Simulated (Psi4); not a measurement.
Psi4 was given this input:
```
memory 2 GB

molecule mol {
0 1
  C    -0.001053    0.002480    0.664375
  C     0.001053   -0.002480   -0.664375
  F     0.002738    1.101181    1.396572
  F    -0.007178   -1.090724    1.404739
  F     0.007178    1.090724   -1.404739
  F    -0.002738   -1.101181   -1.396572
}

set basis 6-31+g*
set reference rhf
set freeze_core true

energy('mp2')
print_variables()
```

Question: Give the total energy at the level MP2/6-31+G* in Psi4.

Answer: -474.379024 Ha

Question: Give the nuclear repulsion energy at the level MP2/6-31+G*.

Answer: 243.6129 Eh
